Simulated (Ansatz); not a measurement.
Total energies of InCl2Br (InBrCl2) from Ansatz at r2SCAN-D4/def2-TZVP, gas phase (1 Eh = 27.2114 eV = 2625.5 kJ/mol). The reference geometry is relaxed at r2SCAN-D4/def2-SVP.

```json
{"state": "charge 0 singlet", "geometry": "reference", "energy (Eh)": "-3684.87891"}
{"state": "charge 1 doublet", "geometry": "reference", "energy (Eh)": "-3684.48369"}
{"state": "free In atom (doublet)", "geometry": "–", "energy (Eh)": "-190.18147"}
{"state": "free Cl atom (doublet)", "geometry": "–", "energy (Eh)": "-460.11688"}
{"state": "free Br atom (doublet)", "geometry": "–", "energy (Eh)": "-2574.09258"}
```

In the def2 sets In takes a core potential; there is no spin–orbit coupling.

Problem. Work out the vertical ionisation energy to the doublet.

Solution. E(charge 1 doublet) − E(charge 0 singlet) = -3684.48369 − (-3684.87891) = 0.39522 Eh = 10.75 eV. For comparison, −ε of the highest occupied level is 8.03 eV at this level, 2.72 eV less.

Problem. What is the binding energy per atom against free atoms?

Solution. Atoms: 1 × (-190.18147) + 2 × (-460.11688) + 1 × (-2574.09258) = -3684.50781 Eh. Binding: -3684.50781 − (-3684.87891) = 0.37110 Eh = 10.10 eV, or 2.52 eV for each of 4 atoms (no zero-point energy, no counterpoise term).
